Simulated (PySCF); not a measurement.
1-bromobuta-1,2-diene (C4H5Br), SMILES C(=CC)=CBr. Atoms are numbered in the order given.

```xyz
10

C     -3.3974     0.0934    -0.3205
C     -2.2583    -0.8732    -0.2228
C     -1.0121    -0.6125    -0.5357
C      0.2267    -0.3474    -0.8456
Br     1.4741     0.3373     0.4076
H     -3.0667     1.0729    -0.6907
H     -4.1772    -0.2933    -0.9966
H     -3.8689     0.2327     0.6659
H     -2.4883    -1.8845     0.1417
H      0.6532    -0.4958    -1.8407
```

The structure is a stationary point at PBE0-D3(BJ)/def2-SVP.

Method: PBE0-D3(BJ)/def2-SVP run with PySCF.

Frequencies are harmonic and unscaled.

| mode | ν (cm⁻¹) | IR (km/mol) | Raman (Å⁴/amu) | depolarisation | moving atoms (share of kinetic energy) |
|---|---|---|---|---|---|
| 1 | 101 | 0.9 | 4.2 | 0.62 | C 62 %, Br 19 %, H 18 % |
| 2 | 152 | 0.9 | 0.7 | 0.73 | H 80 %, C 18 % |
| 3 | 202 | 1.1 | 3.9 | 0.73 | C 56 %, H 40 % |
| 4 | 269 | 1.0 | 6.1 | 0.56 | C 70 %, H 24 % |
| 5 | 443 | 5.4 | 8.8 | 0.18 | C 77 %, Br 15 %, H 8 % |
| 6 | 560 | 8.7 | 1.6 | 0.54 | C 74 %, H 26 % |
| 7 | 690 | 49.5 | 9.3 | 0.18 | C 77 %, H 18 % |
| 8 | 719 | 17.2 | 2.4 | 0.48 | H 59 %, C 40 % |
| 9 | 874 | 25.0 | 7.9 | 0.75 | H 88 %, C 12 % |
| 10 | 903 | 26.8 | 2.6 | 0.25 | C 54 %, H 46 % |
| 11 | 1041 | 0.3 | 1.6 | 0.74 | H 64 %, C 36 % |
| 12 | 1088 | 1.4 | 18.3 | 0.26 | H 52 %, C 48 % |
| 13 | 1147 | 5.1 | 34.2 | 0.50 | H 70 %, C 30 % |
| 14 | 1220 | 42.5 | 2.5 | 0.66 | H 80 %, C 20 % |
| 15 | 1379 | 2.7 | 14.7 | 0.54 | H 78 %, C 22 % |
| 16 | 1417 | 3.9 | 13.2 | 0.48 | H 53 %, C 47 % |
| 17 | 1451 | 9.4 | 14.0 | 0.74 | H 96 % |
| 18 | 1476 | 11.0 | 26.8 | 0.67 | H 68 %, C 32 % |
| 19 | 2092 | 10.9 | 25.3 | 0.38 | C 98 % |
| 20 | 3053 | 19.1 | 265.7 | 0.07 | H 97 % |
| 21 | 3134 | 6.3 | 140.7 | 0.75 | H 91 %, C 9 % |
| 22 | 3144 | 1.5 | 186.8 | 0.30 | H 92 %, C 8 % |
| 23 | 3180 | 5.6 | 68.3 | 0.55 | H 90 %, C 10 % |
| 24 | 3224 | 4.5 | 136.4 | 0.26 | H 91 %, C 9 % |
